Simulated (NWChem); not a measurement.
# Total energies of digermane (H$_{6}$Ge$_{2}$)

```
Ge
H 1 1.5516
H 1 1.5516 2 108.47
H 1 1.5517 2 108.48 3 -117.63
Ge 1 2.4380 2 110.43 3 121.16
H 5 1.5516 1 110.43 2 -61.02
H 5 1.5516 6 108.47 1 -121.16
H 5 1.5517 6 108.48 7 -117.63
```
Charge 0, spin multiplicity 1.

Program: NWChem. Structure: optimised with PBE/def2-SVP, a minimum by its harmonic frequencies.

Basis set: def2-TZVP (132 functions).

```json
[
 {"method": "RHF", "total energy (Ha)": "-4154.21814", "relative cost": "1"},
 {"method": "MP2", "total energy (Ha)": "-4154.73448", "relative cost": "under 3"},
 {"method": "B2PLYP", "total energy (Ha)": "-4156.84876", "relative cost": "5"},
 {"method": "PBE", "total energy (Ha)": "-4156.95446", "relative cost": "under 3"},
 {"method": "B3LYP", "total energy (Ha)": "-4157.70531", "relative cost": "under 3"},
 {"method": "M06-2X", "total energy (Ha)": "-4157.58722", "relative cost": "under 3"}
]
```

Total energies of different functionals aren't comparable as a measure of quality: only differences taken within one method are. Relative cost: rough, from shared machines, SCF included, RHF = 1.

The Hamiltonian is non-relativistic. The correlated methods keep 18 core orbitals frozen. B3LYP has NWChem's definition, with VWN1-RPA local correlation.
